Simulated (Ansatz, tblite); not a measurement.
Spin states of Mg2Br2⁺, each relaxed with r2SCAN-D4/def2-SVP in Ansatz. Electronic energies in the gas phase.

The xTB rows come from tblite. Correlated methods freeze 20 core orbitals; core or outer-core shells of Mg, Br are correlated, in sets that lack core-valence functions. The rows differ in basis, and correlated rows in double-zeta sets carry the largest basis error. In CCSD on the charge 1 doublet the largest single amplitude is 0.42, so its Hartree–Fock determinant may place the open shell otherwise than the density functionals do. In the quartet, Br3 and Br4 lie 2.95 Å apart (atoms count from 1), so these atoms are partly bonded to each other. The structure comes from a short search, and lower isomers may exist.

Doublet geometry (D2h within 0.1 Å):

```xyz
4

Mg    0.910    0.518    1.358
Mg   -0.907   -0.521   -1.360
Br    0.694    1.414   -1.004
Br   -0.698   -1.411    1.007
```

Quartet geometry (C2v within 0.1 Å):

Cartesian coordinates in Å:
```
Mg 2.0840 0.9330 -0.0944
Mg -2.1824 -0.3824 -0.5597
Br -0.3766 0.7715 1.2722
Br 0.4750 -1.3221 -0.6181
```

⟨S²⟩: doublet 0.76 at PBE0-D4/def2-TZVP (pure 0.75), quartet 3.76 at PBE0-D4/def2-TZVP (pure 3.75).

Only these spin states were relaxed.

```
                 level  quartet − doublet (kcal/mol)  lowest of these
   r2SCAN-D4/def2-TZVP                          71.5          doublet
     PBE0-D4/def2-TZVP                          69.4          doublet
CAM-B3LYP-D4/def2-TZVP                          68.2          doublet
     RPA@PBE/def2-TZVP                          69.4          doublet
          MP2/def2-SVP                          67.0          doublet
         MP2/def2-TZVP                          70.0          doublet
```

(1) Estimate the rows for GFN2-xTB, HF/def2-TZVP, LDA (SPW92)/def2-TZVP, r2SCAN0-D4/def2-TZVP, ωB97X-V/def2-TZVP, CCSD/def2-SVP.

## Answers

(1) 
```tsv
level	quartet − doublet (kcal/mol)	lowest of these
GFN2-xTB	47.8	doublet
HF/def2-TZVP	57.9	doublet
LDA (SPW92)/def2-TZVP	73.2	doublet
r2SCAN0-D4/def2-TZVP	71.0	doublet
ωB97X-V/def2-TZVP	69.4	doublet
CCSD/def2-SVP	67.5	doublet
```

The xTB methods have no spin-polarisation term.
